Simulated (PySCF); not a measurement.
Relaxation of singlet Pd2H4

All numbers come from PBE0 in PySCF with Pd def2-TZVP with ECP28, H def2-TZVP; scalar-relativistic core potentials, no spin–orbit coupling; density-fitted integrals. A (50,194) grid was used.

A hand-made doubly bridged, planar start, of D2h symmetry, held to at least that symmetry:

Coordinates in bohr (charge 0 multiplicity 1):
```
Pd    2.0764    0.0000    0.0000
Pd   -2.0764    0.0000    0.0000
H     0.0000    2.2269    0.0000
H     0.0000   -2.2269    0.0000
H     4.9488    0.0000    0.0000
H    -4.9488    0.0000    0.0000
```

Problem. What forces act on the atoms at the start (eV/Å)?

Solution. 
| atom | Fx | Fy | Fz |
| --- | --- | --- | --- |
| Pd1 | 8.26 | 0.00 | 0.00 |
| Pd2 | -8.26 | 0.00 | 0.00 |
| H3 | 0.00 | -0.35 | 0.00 |
| H4 | 0.00 | 0.35 | 0.00 |
| H5 | 2.42 | 0.00 | 0.00 |
| H6 | -2.42 | 0.00 | 0.00 |

Problem. What does it relax to?

Solution. It ends at D2h with Pd–H 1.609 Å (×2), Pd–H 1.659 Å (×4); H–Pd–H 64.0° (×2), H–Pd–H 148.0° (×4), Pd–H–Pd 116.0° (×2) (after a last refinement on a finer grid). No frequency check is given, so it may be a saddle point. Other isomers or separated fragments may lie lower.

Problem. How much energy is released, and in how many steps?

Solution. 242.2 kJ/mol in 10 steps.

Stability towards spin polarisation was not tested.

The relaxation took 36 s on 2 threads of a shared Intel Xeon Platinum 8488C (Sapphire Rapids) host, with 104 basis functions and 11 gradients; the process peaked at 1 GiB.
